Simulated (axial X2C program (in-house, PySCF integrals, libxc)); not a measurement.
What spin–orbit coupling does to BiH

All values were computed with an in-house relativistic program for diatomic molecules. Spin-free means the one-electron spin-free X2C Hamiltonian; two-component (2c) means X2C with spin–orbit coupling and atomic mean-field two-electron Coulomb and Gaunt terms, so the difference of the two also holds small scalar two-electron terms. Basis: Bi dyall-cv3z [12s14p10d6f1g], H dyall-v3z [6s2p1d] (cores contracted in-house); Gaussian nuclei, density fitting, unrestricted open shells. Masses: Bi 208.980 u, H 1.008 u.

Spin-free state: M_S = 1, Λ = 0 (beyond evenly filled blocks: π+α, π-α); fragments Bi + H.

```
level  Re (Å)  ωe (cm⁻¹)  De (eV)  μ (D)
 PBE0   1.792     1810.7    2.380  -0.66
  PBE   1.811     1737.8    2.473  -0.72
```

Dipoles are positive if H is the positive end.

Two-component determinant lowest at the distance of the search:

Ω = 0 (closed shell); fragments Bi + H.

```json
{"level": "PBE0", "Re (Å)": "1.816", "ωe (cm⁻¹)": "1693.3", "De (eV)": "2.139", "μ (D)": "-0.94"}
{"level": "PBE", "Re (Å)": "1.838", "ωe (cm⁻¹)": "1615.0", "De (eV)": "2.246", "μ (D)": "-0.99"}
```

**Question.** From the two tables, how do the constants change at the PBE0 level (2c against spin-free)?

**Answer.** At the PBE0 level Re increases by 0.024 Å and ωe goes down by 117.4 cm⁻¹; De changes by -0.241 eV.

One determinant describes the state; a PBE0 search over occupations chose it and may have missed a lower one. Closed shells are restricted here (equal orbitals for both partners); the stretched side of such a curve lies too high. Dissociation energies refer to the lowest single-determinant-based atoms at the same level and basis. PBE0 can misorder states that lie within some tenths of an eV, so this need not be the ground state of the molecule. The nearest other spin-free determinant of the search, M_S = 0, Λ = 2, lies 0.81 eV up at the distance of the search. The 2c closed shell (π1/2)² is the Ω = 0⁺ component of the spin-free π² triplet, mixed with the ¹Σ⁺ state; no single spin-free determinant represents it.
